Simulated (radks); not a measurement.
Q: Mo4+, 38 electrons, occupied as [Kr] 4d2. Method: scalar-relativistic Kohn-Sham, SCAN, spin-polarised, spherical densities, finite nucleus; open shells are filled with parallel spins first (spin-orbit coupling, left out, can overturn this in heavy ions); meta-GGA in the generalised Kohn-Sham scheme; Fermi nuclear charge, rms radius 4.4091 fm; computed with a radial shooting solver on a logarithmic mesh with Libxc functionals. Some entries of the table are withheld. Estimate them.

| orbital | occ. | eigenvalue (eV) | <r> (bohr) | <r^2> (bohr^2) |
|---|---|---|---|---|
| 1s down | 1 | -19914.63 | 0.03517 | 0.001669 |
| 1s up | 1 | -19914.63 | 0.03517 | 0.001669 |
| 2s up | 1 | -2868.539 | 0.1536 | 0.02782 |
| 2s down | 1 | -2868.170 | 0.1536 | 0.02781 |
| 2p up | 3 | -2566.454 | 0.1340 | 0.02193 |
| 2p down | 3 | -2566.175 | 0.1340 | 0.02193 |
| 3s up | 1 | -534.2969 | 0.4276 | 0.2095 |
| 3s down | 1 | -534.1485 | 0.4277 | 0.2095 |
| 3p up | 3 | -434.3115 | 0.4297 | 0.2149 |
| 3p down | 3 | -434.1197 | 0.4298 | 0.2149 |
| 3d up | 5 | -272.6203 | 0.4149 | 0.2070 |
| 3d down | 5 | -272.2681 | 0.4148 | 0.2069 |
| 4s up | 1 | (1) | 1.093 | 1.347 |
| 4s down | 1 | (2) | 1.088 | 1.336 |
| 4p up | 3 | -86.7993 | 1.196 | 1.627 |
| 4p down | 3 | -84.5165 | 1.190 | 1.610 |
| 4d up | 2 | -47.0259 | 1.509 | 2.640 |

A: 
(1) 4s up eigenvalue (eV): -114.1891
(2) 4s down eigenvalue (eV): -112.1338
